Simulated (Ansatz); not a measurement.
A nudged elastic band was laid between two geometries of BrH + ClF3Ti (7 atoms, charge 0, multiplicity 1).

Theory: Ansatz 0.2.0, RKS BLYP/def2-SVP.

```yaml
movable_images: 9
climbing_image: yes
spring: 5.0 eV/Å²
optimiser: quadratic models (default)
start_path: through a guess of the saddle point
force_threshold: 0.03 eV/Å
iteration_limit: 60
end_points: relaxed
```

Image 0:

```xyz
7
Properties=species:S:1:pos:R:3
Ti 0.351 0.000 -0.068
Cl 0.344 0.000 2.154
F 2.005 0.000 -0.633
F -0.443 1.429 -0.682
F -0.443 -1.429 -0.682
Br -3.650 0.000 1.618
H -2.388 0.000 2.321
```

Image 10:

```xyz
7
Properties=species:S:1:pos:R:3
Ti -0.527 -0.011 -0.665
Cl -0.033 0.050 3.927
F 0.875 -0.041 0.373
F -0.482 1.433 -1.648
F -0.494 -1.409 -1.711
Br -2.518 -0.033 0.646
H -1.044 0.011 3.105
```

**Question.** What changes between the two ends?

**Answer.** Bonds broken: Ti1–Cl2, Br6–H7. Bonds formed: Ti1–Br6, Cl2–H7. BrH + ClF3Ti becomes BrF3Ti + ClH.

**Question.** Give the energies along the band, and the barrier.

**Answer.** The forces met the threshold. The highest image is number 5 of 0 to 10, 13.6 kcal/mol above the first end and 10.8 kcal/mol above the last; the last end lies 2.8 kcal/mol above the first. A structure lower than the last end lies on the path between it and the top, so the climb from that side starts below the end, which may itself be a saddle point or a shallow side well. A vibrational analysis at the climbing image gives one clearly imaginary mode, 208i cm⁻¹, and a faint second one (12i cm⁻¹) that may be numerical noise or a soft torsion: probably a first-order saddle point. The orbitals stay closed-shell, which can raise the energy where a bond breaks towards radicals; this wasn't checked here.

```json
{"image": "0", "path coordinate (Å)": "0.00", "energy (kcal/mol)": "0.0", "Ti1–Cl2 (Å)": "2.22", "Br6–H7 (Å)": "1.44", "Ti1–Br6 (Å)": "4.34"}
{"image": "1", "path coordinate (Å)": "0.41", "energy (kcal/mol)": "0.2", "Ti1–Cl2 (Å)": "2.23", "Br6–H7 (Å)": "1.44", "Ti1–Br6 (Å)": "3.96"}
{"image": "2", "path coordinate (Å)": "0.82", "energy (kcal/mol)": "1.4", "Ti1–Cl2 (Å)": "2.25", "Br6–H7 (Å)": "1.45", "Ti1–Br6 (Å)": "3.56"}
{"image": "3", "path coordinate (Å)": "1.23", "energy (kcal/mol)": "4.8", "Ti1–Cl2 (Å)": "2.29", "Br6–H7 (Å)": "1.47", "Ti1–Br6 (Å)": "3.21"}
{"image": "4", "path coordinate (Å)": "1.64", "energy (kcal/mol)": "10.1", "Ti1–Cl2 (Å)": "2.39", "Br6–H7 (Å)": "1.54", "Ti1–Br6 (Å)": "2.92"}
{"image": "5", "path coordinate (Å)": "2.05", "energy (kcal/mol)": "13.6", "Ti1–Cl2 (Å)": "2.54", "Br6–H7 (Å)": "1.77", "Ti1–Br6 (Å)": "2.71"}
{"image": "6", "path coordinate (Å)": "2.76", "energy (kcal/mol)": "10.8", "Ti1–Cl2 (Å)": "2.91", "Br6–H7 (Å)": "2.21", "Ti1–Br6 (Å)": "2.52"}
{"image": "7", "path coordinate (Å)": "3.47", "energy (kcal/mol)": "6.0", "Ti1–Cl2 (Å)": "3.47", "Br6–H7 (Å)": "2.44", "Ti1–Br6 (Å)": "2.43"}
{"image": "8", "path coordinate (Å)": "4.18", "energy (kcal/mol)": "2.5", "Ti1–Cl2 (Å)": "4.05", "Br6–H7 (Å)": "2.79", "Ti1–Br6 (Å)": "2.39"}
{"image": "9", "path coordinate (Å)": "4.89", "energy (kcal/mol)": "2.7", "Ti1–Cl2 (Å)": "4.51", "Br6–H7 (Å)": "2.87", "Ti1–Br6 (Å)": "2.38"}
{"image": "10", "path coordinate (Å)": "5.60", "energy (kcal/mol)": "2.8", "Ti1–Cl2 (Å)": "4.62", "Br6–H7 (Å)": "2.87", "Ti1–Br6 (Å)": "2.38"}
```

**Question.** What is the geometry of the highest image?

**Answer.** 
```xyz
7
Properties=species:S:1:pos:R:3
Ti -0.294 -0.011 0.003
Cl 0.083 0.088 2.516
F 1.458 -0.069 -0.041
F -0.613 1.450 -0.888
F -0.669 -1.400 -0.980
Br -2.760 -0.086 1.129
H -1.431 0.027 2.289
```

The run took 3.1 min on 4 threads of Intel(R) Xeon(R) 6975P-C (Granite Rapids), with other jobs on the host, peak memory 0.33 GiB.
